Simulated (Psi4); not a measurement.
ethylene (C₂H₄), singlet, geometry from GFN2-xTB, with bond 3-1 at 1.6 times its length. Base run: CAM-B3LYP/def2-SV(P) run with Psi4.

Psi4 was given this input:
```
memory 2 GB

molecule {
0 1
C    -0.01328681   -0.00656652    0.65800535
C     0.01328681    0.00656652   -0.65800535
H    -0.02546231    1.44664622    1.58635293
H    -0.02873771   -0.92622134    1.21982272
H     0.02873771    0.92622134   -1.21982272
H     0.02089650   -0.90169144   -1.23822259
}

set {
  basis def2-sv(p)
}

energy('cam-b3lyp')
print_variables()
```

Variants of this job, named by their change:

| change | ΔE vs base (µEh) | SCF cycles | grid points | basis functions | outcome |
|---|---|---|---|---|---|
| base | 0.0 | 8 | 130788 | 36 | converged |
| guess = huckel | 0.0 | 9 | 130788 | 36 | converged |
| cholesky_tolerance = 1e-3 (with scf_type cd) | - | - | - | - | input refused |
| dft_spherical_points = 974 | 0.7 | 8 | 421091 | 36 | converged |
| level_shift = 1.0 | 0.0 | 8 | 130788 | 36 | converged |
| d_convergence = 1e-8 | 0.0 | 11 | 130788 | 36 | converged |
| guess = sapgau | 0.0 | 8 | 130788 | 36 | converged |
| dft_basis_tolerance = 1e-8 | 0.0 | 8 | 129744 | 36 | converged |
| dft_radial_points = 99 | 0.0 | 8 | 171868 | 36 | converged |
| guess = sadno | 0.0 | 8 | 130788 | 36 | converged |
| puream = true | 0.0 | 8 | 130788 | 36 | converged |
| dft_pruning_scheme = robust | 0.0 | 8 | 90376 | 36 | converged |
| ints_tolerance = 1e-8 | 0.0 | 8 | 130788 | 36 | converged |

- cholesky_tolerance = 1e-3 (with scf_type cd): ended with `psi4.driver.p4util.exceptions.ValidationError: SCF: SCF_TYPE (CD) not supported for range-separated functionals, plese use SCF_TYPE = 'DF' to automatically select the correct JK build.`
